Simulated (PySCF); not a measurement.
**Vibration and rotation of InO⁺**

UHF-CCSD(T) constants of InO⁺, ³Σ⁻ (triplet), unpaired electrons π ↑↑ (basis In def2-SVP with ECP28, O def2-SVP; scalar-relativistic core potentials; PySCF 2.14; masses 114.9039 and 15.9949 u):

```
ωe              : 115.2 cm⁻¹
ωexe            : 1.98 cm⁻¹
Be              : 0.1324 cm⁻¹
αe              : 0.00280 cm⁻¹
D (centrifugal) : 6.99e-07 cm⁻¹
De to In⁺ + O   : 0.233 eV
```

**Question.** Give the vibrational terms G(v) and spacings up to v = 6.

**Answer.** G(v) = ωe(v+½) − ωexe(v+½)².

| v | G(v) (cm⁻¹) | G(v) − G(v−1) | Bv (cm⁻¹) |
| --- | --- | --- | --- |
| 0 | 57.1 |  | 0.1310 |
| 1 | 168.3 | 111.2 | 0.1282 |
| 2 | 275.6 | 107.3 | 0.1254 |
| 3 | 378.9 | 103.3 | 0.1226 |
| 4 | 478.3 | 99.4 | 0.1198 |
| 5 | 573.7 | 95.4 | 0.1170 |
| 6 | 665.1 | 91.4 | 0.1142 |

**Question.** How well does the Morse estimate ωe²/(4ωexe) reproduce De, and what is D0?

**Answer.** It gives 0.208 eV, 89 % of the computed De. D0 = De − G(0) = 0.233 − 0.007 = 0.226 eV.

Correlated steps freeze 5 core orbitals. The bond is weak. Basis-set superposition, not corrected here, can be much of De in a small basis, most of all at correlated wavefunction levels. These are scalar-relativistic numbers at best; spin–orbit coupling would shift them, the dissociation energy most. For an ion De counts to the pair picked by the measured ionisation energies or electron affinities, which need not be the lowest pair at this level. The state was picked by a PBE0 search and need not be the measured ground state.
